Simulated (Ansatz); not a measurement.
`C[O][Bi]([F])[Cl]`, charge 0, multiplicity 1.

Give a relaxed structure at PBE0-D4/def2-TZVP (Ansatz). (Estimate.)

Ansatz gave: 
Z-matrix (Å, degrees):
```
C
O 1 1.415
H 1 1.095 2 111.6
H 1 1.093 2 107.4 3 118.9
H 1 1.094 2 111.7 3 -121.9
Bi 2 2.023 1 122.6 3 62.5
Cl 6 2.433 2 98.2 1 -47.1
F 6 2.008 2 95.8 1 48.5
```
